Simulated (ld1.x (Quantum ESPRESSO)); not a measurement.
# Configuration tests for C (ultrasoft)

carbon (C), ultrasoft, made with ld1.x (Quantum ESPRESSO) 7.5 (LDA (PZ), scalar-relativistic). Core [He], reference 2s2 2p1.5 (charge +0.5). Waves: 2s (bound): rcut 1.05, rcutus 1.15 bohr; 2s channel at -0.55 Ry: rcut 1.05, rcutus 1.15 bohr; 2p (bound): rcut 1.60, rcutus 1.90 bohr; 2p channel at 0.85 Ry: rcut 1.60, rcutus 1.90 bohr; 3d channel at 0.1 Ry: rcut 1.35, rcutus 1.55 bohr. Local part: all-electron potential smoothed inside 1.25 bohr (lloc = -1). Core correction: none. Augmentation charge: built from norm-conserving waves at rcut, not smoothed further.

Energies are relative to the spin-unpolarised reference configuration 2s2 2p1.5; without spin polarisation the order of configurations can differ from experiment. Spin-polarised rows fill each open shell by Hund’s rule, majority spin first.

Question: Give the all-electron excitation energy and the error of the potential for: 2s2 2p2; 2s2 2p1; 2s2 2p0; 2s1 2p3; 2s2 2p2.3; 2s1 2p0; 2s0 2p4; 2s2 2p1.5 (spin-polarised); 2s2 2p2 (spin-polarised).

Answer:

```json
{"valence configuration": "2s2 2p2", "charge": "0", "ΔE all-electron (eV)": "-4.029", "error AE − PS (meV)": "-15"}
{"valence configuration": "2s2 2p1", "charge": "+1", "ΔE all-electron (eV)": "6.959", "error AE − PS (meV)": "-9.4"}
{"valence configuration": "2s2 2p0", "charge": "+2", "ΔE all-electron (eV)": "31.219", "error AE − PS (meV)": "+119"}
{"valence configuration": "2s1 2p3", "charge": "0", "ΔE all-electron (eV)": "4.213", "error AE − PS (meV)": "-1.7"}
{"valence configuration": "2s2 2p2.3", "charge": "-0.3", "ΔE all-electron (eV)": "-5.228", "error AE − PS (meV)": "-36"}
{"valence configuration": "2s1 2p0", "charge": "+3", "ΔE all-electron (eV)": "79.188", "error AE − PS (meV)": "+372"}
{"valence configuration": "2s0 2p4", "charge": "0", "ΔE all-electron (eV)": "12.489", "error AE − PS (meV)": "+32"}
{"valence configuration": "2s2 2p1.5 (spin-polarised)", "charge": "+0.5", "ΔE all-electron (eV)": "-0.755", "error AE − PS (meV)": "+84"}
{"valence configuration": "2s2 2p2 (spin-polarised)", "charge": "0", "ΔE all-electron (eV)": "-5.157", "error AE − PS (meV)": "+117"}
```

A Bessel basis up to 400 Ry misses an occupied level by 0.09 Ry, so cutoffs and ghosts were not judged.
